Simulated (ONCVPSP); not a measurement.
**Pseudopotential generation for fluorine (F): ONCV, LDA (Perdew-Wang 92), scalar-relativistic.**

Input for ONCVPSP 4.0.1:

```
# ATOM AND REFERENCE CONFIGURATION
# atsym  z   nc   nv     iexc    psfile
  F 9.00    1    2  -001012      upf
#
#   n    l    f
    1    0    2.00
    2    0    2.00
    2    1    5.00
#
# PSEUDOPOTENTIAL AND OPTIMIZATION
# lmax
    1
#
#   l,   rc,      ep,       ncon, nbas, qcut
    0    0.75    0.00    4    7    7.50
    1    1.55    0.00    4    9    7.00
#
# LOCAL POTENTIAL
# lloc, lpopt,  rc(5),   dvloc0
    4    2    0.65    0.00
#
# VANDERBILT-KLEINMAN-BYLANDER PROJECTORs
# l, nproj, debl
    0    1    1.80
    1    3    3.20
#
# MODEL CORE CHARGE
# icmod, fcfact, rcfact
    1    0.15    0.00
#
# LOG DERIVATIVE ANALYSIS
# epsh1, epsh2, depsh
   -3.00    5.00    0.02
#
# OUTPUT GRID
# rlmax, drl
    6.00    0.01
#
# TEST CONFIGURATIONS
# ncnf
    4
# nvcnf
#   n    l    f
    2
    2    0    2.00
    2    1    4.00
#
    2
    2    0    2.00
    2    1    3.00
#
    2
    2    0    2.00
    2    1    2.00
#
    2
    2    0    1.00
    2    1    5.00
#
```

Command:

```bash
oncvpsp.x < F.dat > F.out
```

Resulting log (shortened: citation, most of the input echo, consistency checks and plot data are left out):

```
ONCVPSP  (Optimized Norm-Conservinng Vanderbilt PSeudopotential)
scalar-relativistic version 4.0.1

#   n    l    f        energy (Ha)
    1    0    2.00    -2.4215805E+01
    2    0    2.00    -1.0895829E+00
    2    1    5.00    -4.1509348E-01

Reference configufation results
  iterations    19
  all-electron total energy (Ha)   -9.91888721D+01

Begin loop to  construct optimized pseudo wave functions
and semi-local pseudopoentials for all angular momenta

Calculating optimized projector #   1

 for l=   0

    Fraction of norm inside rc  0.321277
    Optimizing pswf for qcut=   7.51 a_B^-1,  ecut=  28.23 Ha
    Residual kinetic energy error=  1.78D-02 Ha

    Energy error per electron        Cutoff
         Ha          eV             Ha
         0.01000     0.27211       34.21
         0.00100     0.02721      173.35
         0.00010     0.00272      216.45
         0.00001     0.00027      292.99

   Wellstate for l =  1  n =  4
     eigenvalue =   2.7849
     asymptotic potential =   3.2849
     half-point radius =  2.8884

   Wellstate for l =  1  n =  5
     eigenvalue =   5.9849
     asymptotic potential =   6.4849
     half-point radius =  2.7227

Calculating optimized projector #   1

 for l=   1

    Fraction of norm inside rc  0.802150
    Optimizing pswf for qcut=   6.99 a_B^-1,  ecut=  24.43 Ha
    Residual kinetic energy error=  4.32D-04 Ha

    Energy error per electron        Cutoff
         Ha          eV             Ha
         0.01000     0.27211       18.51
         0.00100     0.02721       22.76
         0.00010     0.00272       70.35
         0.00001     0.00027      116.13

Calculating optimized projector #   2

 for l=   1

    Fraction of norm inside rc  0.175869
    Optimizing pswf for qcut=   6.99 a_B^-1,  ecut=  24.43 Ha
    Residual kinetic energy error=  3.60D-03 Ha

    Energy error per electron        Cutoff
         Ha          eV             Ha
         0.01000     0.27211       21.79
         0.00100     0.02721       39.03
         0.00010     0.00272      133.21
         0.00001     0.00027      152.04

Calculating optimized projector #   3

 for l=   1

    Fraction of norm inside rc  0.145144
    Optimizing pswf for qcut=   6.99 a_B^-1,  ecut=  24.43 Ha
    Residual kinetic energy error=  2.27D-02 Ha

    Energy error per electron        Cutoff
         Ha          eV             Ha
         0.01000     0.27211       26.80
         0.00100     0.02721       46.30
         0.00010     0.00272       99.50
         0.00001     0.00027      148.25

Construct Vanderbilt / Kleinmman-Bylander projectors

B matrix Hermiticity error, ll=   1
   1   2   -1.4548E-04
   1   3    1.2732E-04
   2   3    1.8189E-04

  Orthonormal projector coefficients -1.2043E+01 -3.2971E+00 -1.6766E+00

Model core correction analysis
  based on d2Exc/dn_idn_j

d2excae - all-electron derivatives

   -5.059792D-02   -4.350920D-02
   -4.351035D-02   -4.111022D-02

d2excps - pseudofunction derivatives with no core correction

   -5.175298D-02   -4.608498D-02
   -4.608590D-02   -4.188386D-02

rms 2nd derivative error    1.949406E-03

Polynomial model core charge

d2excps - pseudofunction derivatives with core correction

   -4.915338D-02   -4.463712D-02
   -4.463774D-02   -4.095854D-02

rms 2nd derivative error    1.078529E-03

Pseudoatom total energy  -23.389751

Diagnostic tests using Vanderbilt-Kleinman-Bylander pseudopotentials
  1 or more projectors used as specified by nproj input data

   l    rcore       rmatch      e in        delta e   norm test  slope test

   0   0.7525286   0.7753770  -1.0895829  -0.0000322   0.9999978   1.0005480

   1   1.5519534   1.5990740  -0.4150935  -0.0000030   1.0000519   1.0000581
   1   1.5519534   1.5990740   2.7849065   0.0000393   1.0001269   1.0001269
   1   1.5519534   1.5990740   5.9849065  -0.0000011   1.0003204   1.0003204

 Testing for bound ghosts
   n   l    E NL Schr. Eq   E Basis Diag.   E Cutoff

   1   0       -1.089615       -1.012847    220.47

   2   1       -0.415096       -0.413770    207.55

 Testing for highly-localized positive-energy ghosts
       l    <radius>/rc     E Basis Diag.   E Cutoff

Test configuration 0

   n   l     f        eae           eps        diff
   1   0  2.0000  -24.21580463
   2   0  2.0000   -1.08958287   -1.08961506   -3.22D-05
   2   1  5.0000   -0.41509348   -0.41509646   -2.98D-06

    Total energies and differences
      AE_ref= -9.91888721D+01  AE_tst= -9.91888721D+01  dif=  0.00D+00
      PS_ref= -2.33897507D+01  PS_tst= -2.33897507D+01  dif= -2.13D-14
      PSP excitation error=  2.13D-14

Test configuration 1

   n   l     f        eae           eps        diff
   1   0  2.0000  -24.97733168
   2   0  2.0000   -1.73003278   -1.72894145    1.09D-03
   2   1  4.0000   -1.04586209   -1.03658122    9.28D-03

    Total energies and differences
      AE_ref= -9.91888721D+01  AE_tst= -9.84701333D+01  dif=  7.19D-01
      PS_ref= -2.33897507D+01  PS_tst= -2.26744566D+01  dif=  7.15D-01
      PSP excitation error=  3.44D-03

Test configuration 2

   n   l     f        eae           eps        diff
   1   0  2.0000  -25.93603064
   2   0  2.0000   -2.48476370   -2.47346164    1.13D-02
   2   1  3.0000   -1.80514109   -1.76810991    3.70D-02

    Total energies and differences
      AE_ref= -9.91888721D+01  AE_tst= -9.70546157D+01  dif=  2.13D+00
      PS_ref= -2.33897507D+01  PS_tst= -2.12801063D+01  dif=  2.11D+00
      PSP excitation error=  2.46D-02

Test configuration 3

   n   l     f        eae           eps        diff
   1   0  2.0000  -27.07676834
   2   0  2.0000   -3.33555757   -3.29933423    3.62D-02
   2   1  2.0000   -2.67718527   -2.58519383    9.20D-02

    Total energies and differences
      AE_ref= -9.91888721D+01  AE_tst= -9.48224572D+01  dif=  4.37D+00
      PS_ref= -2.33897507D+01  PS_tst= -1.91097776D+01  dif=  4.28D+00
      PSP excitation error=  8.64D-02

Test configuration 4

   n   l     f        eae           eps        diff
   1   0  2.0000  -24.97478519
   2   0  1.0000   -1.73649635   -1.74529845   -8.80D-03
   2   1  5.0000   -1.04943645   -1.05166071   -2.22D-03

    Total energies and differences
      AE_ref= -9.91888721D+01  AE_tst= -9.77845125D+01  dif=  1.40D+00
      PS_ref= -2.33897507D+01  PS_tst= -2.19814541D+01  dif=  1.41D+00
      PSP excitation error= -3.94D-03
```

The run took about 1.8 s on one core of a shared server CPU.
